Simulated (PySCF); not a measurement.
Excitations are Tamm–Dancoff values on a coarser integration grid. The basis has no diffuse functions, so Rydberg states are missing or too high.

# CH4O4, SMILES `OC(O)(O)O` (charge 0, multiplicity 1)

The numbers are results of PySCF with PBE-D3(BJ)/def2-TZVP // PBE0-D4/def2-TZVP, not measurements.

* **HOMO**: -6.94 eV
* **dipole moment**: 0.01 D
* **LUMO**: 0.01 eV
* **HOMO–LUMO gap**: 6.95 eV
* **S1 excitation (TDA)**: 7.02 eV
* **S1 oscillator strength**: 0.003
* **T1 excitation (TDA)**: 6.85 eV
* **S1–T1 gap (TDA)**: 0.17 eV
* **total energy**: -341.2217 Ha
* **cost**: about 90 core-seconds (a rough figure)

```xyz
9

O     -1.1268    -0.4848     0.6459
C     -0.0111    -0.0005    -0.0106
O      1.0928    -0.3411     0.7481
O     -0.0094    -0.5498    -1.2789
O     -0.0008     1.3739    -0.1574
H     -1.0233    -0.2708     1.5789
H      1.8386     0.1642     0.4085
H     -0.2202    -1.4844    -1.1845
H     -0.6407     1.5918    -0.8429
```
Charge 0, spin multiplicity 1.
